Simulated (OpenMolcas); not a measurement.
**Ru2+: moving or changing the point charges**

Ru2+ among 2 point charges of -1 e arranged as a linear pair (D∞h), 1.88 Å from the ion.
```
   0.0000    0.0000    1.8800  -1.00
   0.0000    0.0000   -1.8800  -1.00
```

- Program: OpenMolcas
- Method: SS-CASPT2, IPEA 0.25 Eh, imaginary shift 0.1 Eh (closed shells correlated: 4s 4p)
- Basis: ANO-RCC-VTZP [7s6p4d2f1g]
- Scalar Hamiltonian: DKH2, point nucleus
- Active space: 6 electrons in 5 orbitals (4d)
- State averaging: 2S+1 = 5 even, 5 roots; 2S+1 = 3 even, 45 roots; 2S+1 = 1 even, 50 roots
- Spin-orbit coupling: state interaction with AMFI integrals over the reference wave functions

Runs around this geometry, states (labels by Λ). Energies in cm-1 above the lowest state or level, χT in cm3 K/mol.

| R (Å) | q (e) | Ground state | First state of that spin | First gap with spin-orbit (degeneracies) | χT at 300 K | First state of another spin |
| --- | --- | --- | --- | --- | --- | --- |
| 1.88 | -0.8 | 5Δ | 5Π 5890 | 510 (2, 2) | 5.122 | 3Φ 14640 |
| 1.77 | -1 | 5Δ | 5Π 8310 | 520 (2, 2) | 5.098 | 3Σ 12440 |
| 1.88 | -1 | 5Δ | 5Π 7330 | 520 (2, 2) | 5.106 | 3Σ 13700 |
| 2.08 | -1 | 5Δ | 5Π 5840 | 510 (2, 2) | 5.124 | 3Σ 15120 |

Taking the first state of the same spin as R^-n, n = -ln(5840 / 8310) / ln(2.08 / 1.77) = 2.2 between the shortest and longest distance.

Scaling the charges by -0.8 / -1 = 0.80 scales the first state of the same spin by 5890 / 7330 = 0.80; with fixed orbitals a first-order splitting would follow the charge.

Roots that are degenerate in the reference are averaged as groups; the widest CASPT2 spread within a group is 75 cm-1 (the 2-fold group of multiplicity 1 near 30800 cm-1 above the lowest state of its run, R = 1.88, q = -1). Shifts and gaps below about the spread of the groups concerned are not significant. Point charges give a weaker field than real ligands, and real ions of this kind are as a rule low spin; the high spin found here belongs to the model. Free-ion shares, where given, are those of the reference states; single-state CASPT2 does not remix them. Point charges carry no covalency, so the field is a model and not that of real ligands. No measured value stands beside these numbers.
